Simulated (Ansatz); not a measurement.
Total energies of `[CH3][In]([CH3])[I]`.

Z-matrix (Å, degrees):
```
C
In 1 2.139
H 1 1.090 2 111.7
H 1 1.090 2 109.0 3 121.6
H 1 1.092 2 108.7 3 -120.5
C 2 2.139 1 136.7 3 15.7
I 2 2.705 1 111.7 3 -165.1
H 6 1.090 2 111.7 1 -14.0
H 6 1.091 2 108.6 1 106.6
H 6 1.090 2 108.9 1 -135.6
```

The species carries charge 0 and has multiplicity 1. Correlated methods include outer-core shells of I, In, which these sets cover unevenly. In, I takes the def2 core potential. The structure was optimised at the PBE0-D4/def2-TZVP level. Basis def2-TZVPP, Ansatz 0.2.0.

RPA on PBE orbitals: Hartree–Fock energy of these orbitals -565.13938 Eh, correlation -1.63419 Eh (frozen core).

```
             functional  energy without D4 (Eh)  D4 term (kJ/mol)
            LDA (SPW92)              -566.24548                 –
                    PBE              -567.62338             -19.4
                 r2SCAN              -567.89027              -4.8
                 B97M-V              -567.73950                 –
                   PBE0              -567.66668             -16.9
                  B3LYP              -567.92408             -31.4
                r2SCAN0              -567.82605              -5.9
HSE06 (plane-wave form)              -567.65853             -16.1
                  BHLYP              -567.57281             -29.9
              CAM-B3LYP              -567.68487             -17.8
                ωB97X-V              -567.69839                 –
                ωB97M-V              -567.62979                 –
                 B2PLYP              -567.29359                 –
               PBE-QIDH              -567.30162                 –
```

Give the same for revPBE, BLYP, r2SCANh, LC-ωPBE. (Best estimate.)

Ansatz gave: 
| functional | energy without D4 (Eh) | D4 term (kJ/mol) |
| --- | --- | --- |
| revPBE | -567.81946 | -47.1 |
| BLYP | -567.60035 | -40.0 |
| r2SCANh | -567.86409 | -5.3 |
| LC-ωPBE | -567.77226 | – |

B3LYP takes the VWN-RPA correlation (the form of Gaussian; ORCA's B3LYP/G). HSE06 is the plane-wave form, built on full-range PBE exchange. The double hybrids freeze the cores in their second-order part.

LC-ωPBE has ω = 0.4 bohr⁻¹.
